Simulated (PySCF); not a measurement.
Can point charges reproduce the dipole moment of `CCP1(=O)CCC(=O)CC1`?

Coordinates (GFN2-xTB, Å) and charges (e) from the PBE0/pcSseg-1 density (PySCF):

```
atom       x       y       z  Mulliken      IAO  Hirshfeld  ESP-fitted
  C1  -3.121  -0.086   0.038   -0.2811  -0.4193    -0.1148     -0.0700
  C2  -1.918  -0.795   0.643   -0.4564  -0.5058    -0.1085     -0.2440
  P3  -0.420  -0.415  -0.359   +0.8253  +1.5078    +0.4344     +0.7553
  O4  -0.556  -0.710  -1.790   -0.6089  -0.9341    -0.3985     -0.6260
  C5   0.037   1.334  -0.013   -0.4316  -0.5156    -0.1099     -0.1766
  C6   1.417   1.560  -0.633   -0.2100  -0.3153    -0.0771     -0.2044
  C7   2.451   0.670   0.024   +0.1934  +0.3884    +0.1694     +0.4532
  O8   3.346   1.106   0.702   -0.3427  -0.4038    -0.2368     -0.4755
  C9   2.261  -0.811  -0.224   -0.2135  -0.3160    -0.0776     +0.0197
 C10   0.976  -1.307   0.442   -0.4215  -0.5141    -0.1104     -0.2477
 H11  -4.046  -0.426   0.500   +0.1292  +0.1490    +0.0465     +0.0545
 H12  -3.167  -0.295  -1.029   +0.1441  +0.1597    +0.0446     +0.0471
 H13  -3.043   0.991   0.174   +0.1185  +0.1377    +0.0406     +0.0119
 H14  -1.766  -0.511   1.684   +0.1427  +0.1481    +0.0447     +0.0573
 H15  -2.053  -1.879   0.593   +0.1602  +0.1566    +0.0508     +0.0910
 H16   0.050   1.537   1.058   +0.1520  +0.1509    +0.0460     +0.0777
 H17  -0.695   1.989  -0.492   +0.1720  +0.1629    +0.0547     +0.0962
 H18   1.362   1.314  -1.696   +0.1614  +0.1638    +0.0517     +0.0860
 H19   1.723   2.603  -0.519   +0.1425  +0.1605    +0.0489     +0.0850
 H20   3.129  -1.351   0.161   +0.1424  +0.1602    +0.0487     +0.0266
 H21   2.179  -0.983  -1.301   +0.1615  +0.1636    +0.0515     +0.0302
 H22   1.000  -1.130   1.517   +0.1509  +0.1513    +0.0460     +0.0644
 H23   0.850  -2.377   0.261   +0.1695  +0.1634    +0.0552     +0.0881
```

Form Σ q r in debye for every column and set it beside the full dipole.

The full density gives (-2.20, -0.33, 2.18) D, 3.11 D in size; dipole vectors point from the negative to the positive end.

```csv
scheme,μx,μy,μz,size (D),share of the full size (%),angle to the full dipole (°)
Mulliken,-2.93,-0.35,1.64,3.38,108,16
IAO,-2.33,-0.26,3.10,3.89,125,9
Hirshfeld,-1.58,-0.22,1.75,2.36,76,3
ESP-fitted,-2.22,-0.32,2.15,3.10,100,1
```

Which set comes closest?

Length of the difference vector: ESP-fitted 0.04 D, Hirshfeld 0.77 D, Mulliken 0.91 D, IAO 0.93 D. Closest: ESP-fitted. The schemes that divide the density aren't constrained to reproduce the dipole.

What is left for the Hirshfeld atoms' own dipoles?

The shares of the density sum to the whole, so what Σ q r misses lies in dipoles about the nuclei. The atomic dipoles sum to (-2.20, -0.33, 2.18) − (-1.58, -0.22, 1.75) = (-0.62, -0.11, 0.43) D, 0.77 D in size.

With the origin at the mean of the coordinates, (0.000, 0.001, -0.011) Å, which are the largest single terms, by size, of the Mulliken dipole along the direction of the full one?

C2 -4.16, O8 +3.26, C1 -3.03, O4 +2.27, H11 +2.02 D; all 23 atoms together +3.25 D. The single terms depend on the origin, their sum doesn't.

Give the size of the full dipole in other units.

3.11 D = 1.225 au = 0.648 e·Å = 10.39 × 10⁻³⁰ C·m.

Geometry: GFN2-xTB, one conformer, isolated molecule.
